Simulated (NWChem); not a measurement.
I2Sn

```xyz
3

Sn     0.0000     0.0000    -1.1880
I     -2.1161     0.0000     0.5604
I      2.1161     0.0000     0.5604
```
Charge 0, spin multiplicity 1.

Program: NWChem. Structure: optimised with PBE0/def2-SVP with def2 effective core potentials on Sn, I, a minimum by its harmonic frequencies.

Symmetry labels belong to the abelian group C2v used in the runs, with the axes of the coordinates shown.

Effective core potentials replace the inner electrons of Sn, I; spin-orbit coupling is left out. B3LYP has NWChem's definition, with VWN1-RPA local correlation. The structure started from a generated list of species.

**Question.** List the lowest 6 singlet excitations that TD-B3LYP/def2-SVP with def2 effective core potentials on Sn, I, VWN1-RPA local correlation gives, with oscillator strengths.

**Answer.** 
```csv
state,symmetry,energy (eV),wavelength (nm),f
1,a2,2.64,469,0.000
2,b2,2.67,464,0.004
3,b1,3.28,378,0.042
4,b2,3.68,337,0.006
5,a1,3.83,324,0.010
6,a2,4.36,284,0.000
```
